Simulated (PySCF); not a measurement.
MoF5H, SMILES [MoH]([F])([F])([F])([F])[F], multiplicity 1.

The structure is a stationary point at B3LYP-D3(BJ)/def2-SVP. A frequency run showed that this geometry is not a minimum. The multiplicity is an assumed one; no other spin state was optimised. The structure was generated by enumeration; whether it is a known compound was not checked. The def2 effective core potentials stand for the cores of Mo; spin–orbit coupling is left out.

Two levels are set side by side: TDA-PBE/def2-SVPD (PySCF) and TDA-B3LYP/def2-SVPD (PySCF). Vertical, same geometry. The lowest singlet is HOMO→LUMO+1 99 % with PBE and HOMO→LUMO+1 99 % with the other functional; states are paired by order. Differences are taken from unrounded values.

| quantity | TDA-B3LYP |
|---|---|
| lowest singlet excitation (eV) | 2.15 |
| lowest triplet excitation (TDA) (eV) | 1.76 |

Question: What does TDA-PBE give, and how far is it from TDA-B3LYP? (Estimate from the structure and the level; the computed values follow.)

Answer: 
```tsv
quantity	TDA-PBE	TDA-PBE minus TDA-B3LYP
lowest singlet excitation (eV)	2.08	-0.07
lowest triplet excitation (TDA) (eV)	1.69	-0.07
```

A lower first singlet is the usual sign of a functional without exact exchange. Differences between two approximate levels are no errors against the true value.

Rough cost on one machine, each run with all the roots and properties that it gave: TDA-B3LYP against TDA-PBE about 3 times.
